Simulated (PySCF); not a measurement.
Exercise with solution: chemical shift, span and skew from a shielding tensor

Si(H)2(Me)(NHMe) (C₂H₉NSi), SMILES CN[SiH2]C. Atoms are numbered in the order given.

```xyz
13

Si     0.5617    -0.3801     0.6056
C      1.7039     0.7669    -0.3530
N     -0.9372    -0.6085    -0.2461
C     -1.8646     0.4548    -0.5836
H      1.1551    -1.7428     0.7466
H      0.4038     0.1943     1.9862
H      1.2648     1.7723    -0.4599
H      1.9019     0.3710    -1.3615
H      2.6651     0.8815     0.1743
H     -1.3834    -1.5149    -0.1437
H     -2.5789     0.7098     0.2262
H     -1.3104     1.3770    -0.8237
H     -2.4570     0.2019    -1.4803
```
Charge 0, spin multiplicity 1.

The structure is a stationary point at B3LYP-D3(BJ)/def2-SVP. The values are those of a single conformer.

GIAO shieldings from PBE/pcSseg-1 run with PySCF, non-relativistic, no solvent. The symmetric part of the tensor of C4 has the principal values 121.1, 141.1, 182.1 ppm. The same nucleus in TMS has σ = 182.0 ppm at this level (PySCF, at its B3LYP-D3(BJ)/def2-TZVP geometry).

Work out the isotropic shielding, the ¹³C shift against TMS, the span and the skew.


σ(iso) = (σ11 + σ22 + σ33)/3 = 148.1 ppm. δ = σ(ref) − σ(iso) = 182.0 − (148.1) = 33.9 ppm.
Span Ω = σ33 − σ11 = 61.0 ppm. Skew κ = 3(σ(iso) − σ22)/Ω = 0.34. Tumbling in solution averages the tensor to δ; in a static solid the shielding alone would spread this spin-1/2 line over Ω.
